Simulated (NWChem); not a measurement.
System: C4H6O; SMILES C1=CCOC1

Here is an NWChem input.

```
start job
memory heap 200 mb stack 900 mb global 1100 mb
geometry units angstroms noautosym nocenter noautoz
  C      0.000000    -0.666056     1.036490
  C      0.000000     0.666056     1.036490
  C      0.000000     1.161140    -0.376956
  O      0.000000     0.000000    -1.176305
  C      0.000000    -1.161140    -0.376956
  H      0.000000    -1.319150     1.910975
  H      0.000000     1.319150     1.910975
  H      0.889241     1.785256    -0.600429
  H     -0.889241     1.785256    -0.600429
  H      0.889241    -1.785256    -0.600429
  H     -0.889241    -1.785256    -0.600429
end
basis spherical
  C library 6-31+g*
  O library 6-31+g*
  H library 6-31+g*
end
dft
  xc xcamb88 1.00 lyp 0.81 vwn_5 0.19 hfexch 1.00
  cam 0.33 cam_alpha 0.19 cam_beta 0.46
  iterations 150
end
property
  response 1 0.0
end
task dft property
```

Output (shortened):

```
             Northwest Computational Chemistry Package (NWChem) 7.3.0
             --------------------------------------------------------

                             Geometry "geometry" -> ""
                             -------------------------

 Output coordinates in angstroms (scale by  1.889725989 to convert to a.u.)

  No.       Tag          Charge          X              Y              Z
 ---- ---------------- ---------- -------------- -------------- --------------
    1 C                    6.0000     0.00000000    -0.66605600     1.03649000
    2 C                    6.0000     0.00000000     0.66605600     1.03649000
    3 C                    6.0000     0.00000000     1.16114000    -0.37695600
    4 O                    8.0000     0.00000000     0.00000000    -1.17630500
    5 C                    6.0000     0.00000000    -1.16114000    -0.37695600
    6 H                    1.0000     0.00000000    -1.31915000     1.91097500
    7 H                    1.0000     0.00000000     1.31915000     1.91097500
    8 H                    1.0000     0.88924100     1.78525600    -0.60042900
    9 H                    1.0000    -0.88924100     1.78525600    -0.60042900
   10 H                    1.0000     0.88924100    -1.78525600    -0.60042900
   11 H                    1.0000    -0.88924100    -1.78525600    -0.60042900

 Effective nuclear repulsion energy (a.u.)     174.7265268043

                              NWChem Property Module
                              ----------------------

                                 NWChem DFT Module
                                 -----------------

 Summary of "ao basis" -> "ao basis" (spherical)
 ------------------------------------------------------------------------------
       Tag                 Description            Shells   Functions and Types
 ---------------- ------------------------------  ------  ---------------------
 C                          6-31+g*                  8       18   4s3p1d
 O                          6-31+g*                  8       18   4s3p1d
 H                          6-31+g*                  2        2   2s

            General Information
            -------------------
          SCF calculation type: DFT
          Wavefunction type:  closed shell.
          No. of atoms     :    11
          No. of electrons :    38
           Alpha electrons :    19
            Beta electrons :    19
          Charge           :     0
          Spin multiplicity:     1
          Use of symmetry is: off; symmetry adaption is: off
          Maximum number of iterations: 150
          AO basis - number of functions:   102
                     number of shells:    52
          Convergence on energy requested:  1.00D-06
          Convergence on density requested:  1.00D-05
          Convergence on gradient requested:  5.00D-04

              XC Information
              --------------
                     Hartree-Fock (Exact) Exchange  1.000
                   CAM-Becke88 Exchange Functional  1.000
                      VWN V Correlation Functional  0.190 local
              Lee-Yang-Parr Correlation Functional  0.810

           Range-Separation Parameters
           ---------------------------
           Alpha           :  0.19
           Beta            :  0.46
           Gamma           :  0.33
           Short-Range HF  :     F

             Grid Information
             ----------------
          Grid used for XC integration:  medium
          Radial quadrature: Mura-Knowles
          Angular quadrature: Lebedev.
          Tag              B.-S. Rad. Rad. Pts. Rad. Cut. Ang. Pts.
          ---              ---------- --------- --------- ---------
          C                   0.70       49          12.0       434
          O                   0.60       49          11.0       434
          H                   0.35       45          11.0       434
          Grid pruning is: on
          Number of quadrature shells:   515
          Spatial weights used:  Erf1

      Superposition of Atomic Density Guess
      -------------------------------------

 Sum of atomic energies:        -228.40010343

      Non-variational initial energy
      ------------------------------

 Total energy =    -231.638158
 1-e energy   =    -654.081620
 2-e energy   =     247.716935
 HOMO         =      -0.264412
 LUMO         =       0.018390

   convergence    iter        energy       DeltaE   RMS-Dens  Diis-err
 ---------------- ----- ----------------- --------- --------- ---------
 d= 0,ls=0.0,diis     1   -231.0336006723 -4.06D+02  9.94D-03  5.82D-01
 d= 0,ls=0.0,diis     2   -231.0751127023 -4.15D-02  3.68D-03  3.06D-01
 d= 0,ls=0.0,diis     3   -231.0995974576 -2.45D-02  1.37D-03  4.66D-02
 d= 0,ls=0.0,diis     4   -231.1036249073 -4.03D-03  4.35D-04  1.46D-03
 d= 0,ls=0.0,diis     5   -231.1037878939 -1.63D-04  1.05D-04  8.32D-05
  Resetting Diis
 d= 0,ls=0.0,diis     6   -231.1037990955 -1.12D-05  3.21D-05  1.01D-06
 d= 0,ls=0.0,diis     7   -231.1037993236 -2.28D-07  3.39D-06  2.51D-08

         Total DFT energy =     -231.103799323646
      One electron energy =     -658.376951539852
           Coulomb energy =      284.961447006105
    Exchange-Corr. energy =      -32.414821594194
 Nuclear repulsion energy =      174.726526804295

 Numeric. integr. density =       38.000003302180

                       DFT Final Molecular Orbital Analysis
                       ------------------------------------

 Vector   17  Occ=2.000000D+00  E=-3.958353D-01
              MO Center= -1.3D-10,  4.5D-11, -6.8D-01, r^2= 2.0D+00
   Bfn.  Coefficient  Atom+Function         Bfn.  Coefficient  Atom+Function
  ----- ------------  ---------------      ----- ------------  ---------------
    59      0.496454   4 O  pz               63      0.306445   4 O  pz
    60     -0.218123   4 O  s                41     -0.209005   3 C  pz
    77     -0.209005   5 C  pz                5      0.194242   1 C  pz
    23      0.194242   2 C  pz               56     -0.123447   4 O  s
     6     -0.104200   1 C  s                24     -0.104200   2 C  s

 Vector   18  Occ=2.000000D+00  E=-3.500849D-01
              MO Center= -1.3D-09,  7.4D-11,  3.2D-02, r^2= 2.4D+00
   Bfn.  Coefficient  Atom+Function         Bfn.  Coefficient  Atom+Function
  ----- ------------  ---------------      ----- ------------  ---------------
    57      0.455314   4 O  px               61      0.315899   4 O  px
     3     -0.298551   1 C  px               21     -0.298551   2 C  px
     7     -0.188674   1 C  px               25     -0.188674   2 C  px
    65      0.082874   4 O  px               11     -0.043348   1 C  px
    29     -0.043348   2 C  px               96     -0.042578   8 H  s

 Vector   19  Occ=2.000000D+00  E=-2.969285D-01
              MO Center=  2.2D-09, -3.6D-09, -1.3D-01, r^2= 3.2D+00
   Bfn.  Coefficient  Atom+Function         Bfn.  Coefficient  Atom+Function
  ----- ------------  ---------------      ----- ------------  ---------------
    57      0.365971   4 O  px               61      0.261843   4 O  px
     3      0.254901   1 C  px               21      0.254901   2 C  px
    96     -0.199053   8 H  s                98      0.199053   9 H  s
   100     -0.199053  10 H  s               102      0.199053  11 H  s
     7      0.173501   1 C  px               25      0.173501   2 C  px

 Vector   20  Occ=0.000000D+00  E= 3.910393D-02
              MO Center=  1.1D-08,  4.4D-08,  1.3D+00, r^2= 1.2D+01
   Bfn.  Coefficient  Atom+Function         Bfn.  Coefficient  Atom+Function
  ----- ------------  ---------------      ----- ------------  ---------------
    46      2.402247   3 C  s                82      2.402247   5 C  s
    10     -1.243649   1 C  s                28     -1.243650   2 C  s
    13      0.863704   1 C  pz               31      0.863704   2 C  pz
    64     -0.857243   4 O  s                12     -0.515433   1 C  py
    30      0.515433   2 C  py               48     -0.366374   3 C  py

 Vector   21  Occ=0.000000D+00  E= 4.915205D-02
              MO Center= -5.0D-08, -1.7D-08,  1.0D+00, r^2= 4.4D+00
   Bfn.  Coefficient  Atom+Function         Bfn.  Coefficient  Atom+Function
  ----- ------------  ---------------      ----- ------------  ---------------
    11      1.426879   1 C  px               29     -1.426879   2 C  px
    47      0.561463   3 C  px               83     -0.561463   5 C  px
     7      0.446043   1 C  px               25     -0.446043   2 C  px
     3      0.368519   1 C  px               21     -0.368519   2 C  px
    96      0.151241   8 H  s                98     -0.151241   9 H  s

 Vector   22  Occ=0.000000D+00  E= 5.325186D-02
              MO Center=  3.8D-08, -1.3D-08,  9.9D-01, r^2= 1.5D+01
   Bfn.  Coefficient  Atom+Function         Bfn.  Coefficient  Atom+Function
  ----- ------------  ---------------      ----- ------------  ---------------
    10     11.394567   1 C  s                28    -11.394567   2 C  s
    12      2.941351   1 C  py               30      2.941351   2 C  py
    13     -1.513728   1 C  pz               31      1.513728   2 C  pz
    46      1.355931   3 C  s                82     -1.355931   5 C  s
    48      0.369938   3 C  py               84      0.369938   5 C  py

     Multipole analysis of the density
     ---------------------------------

     L   x y z        total         alpha         beta         nuclear
     -   - - -        -----         -----         ----         -------
     0   0 0 0     -0.000000    -19.000000    -19.000000     38.000000

     1   1 0 0     -0.000000     -0.000000     -0.000000      0.000000
     1   0 1 0      0.000000      0.000000      0.000000      0.000000
     1   0 0 1      0.713362      0.428300      0.428300     -0.143237

     2   2 0 0    -23.601000    -17.448135    -17.448135     11.295270
     2   1 1 0     -0.000000     -0.000000     -0.000000      0.000000
     2   1 0 1      0.000000      0.000000      0.000000      0.000000
     2   0 2 0    -19.607774    -77.174497    -77.174497    134.741219
     2   0 1 1      0.000000      0.000000      0.000000      0.000000
     2   0 0 2    -24.438772    -73.663380    -73.663380    122.887989

 *** CALLING NEW AORESP DRIVER FOR CLOSED AND OPEN SHELLS ***
 Entering AOResponse driver routine

--------------------------------------------------------------------------------

          -----------------------------------------------
          Solving response equations for perturbing field
          -----------------------------------------------

 number of frequencies:     1
 frequency in a.u.:  0.0000000E+00
 Perturbing field: electric
 Using El. Dipole Length Gauge

 Setting up CPKS with frequency omega =      0.00000000 a.u.

 STATIC response

                                NWChem CPHF Module
                                ------------------

  scftype          =     RHF
  nclosed          =       19
  nopen            =        0
  variables        =     1577
  # of vectors     =        3
  tolerance        = 0.10D-03
  level shift      = 0.00D+00
  max iterations   =       50
  max subspace     =       30

 SCF residual:    1.3385355071290542E-004

Iterative solution of linear equations
  No. of variables     1577
  No. of equations        3
  Maximum subspace       30
        Iterations       50
       Convergence  1.0D-04

   iter   nsub   residual    time
   ----  ------  --------  ---------
     1      3    2.56D+00      87.5
     2      6    1.98D+00     100.4
     3      9    3.79D-01     111.7
     4     12    6.02D-02     124.0
     5     15    2.33D-02     135.6
     6     18    2.80D-03     146.6
     7     21    5.07D-04     157.4
     8     24    9.30D-05     168.8

 Electric Dipole Response Matrix (nonzero elements):

              1        2        3
    1   37.5188  -0.0000  -0.0000
    2   -0.0000  60.9357  -0.0000
    3   -0.0000  -0.0000  43.7191

 ------------------------------------------
 average:        47.39122 + I       0.00000

 DFT Linear Response polarizability / au
 Frequency  =       0.0000000 / au
              X              Y              Z
 -----------------------------------------------
 X      37.5188118     -0.0000000     -0.0000001
 Y      -0.0000000     60.9357013     -0.0000001
 Z      -0.0000001     -0.0000001     43.7191340
 -----------------------------------------------
 Eigenvalues =      37.5188118     60.9357013     43.7191340
 Isotropic   =      47.3912157
 Anisotropic =      21.0143392
 -----------------------------------------------

 Magnetic Dipole Response Matrix (nonzero elements):

 Exiting AOResponse driver routine
```

Level: CAM-B3LYP/6-31+G* (spherical d). Coordinates come from a PBE0/def2-SVP optimisation.
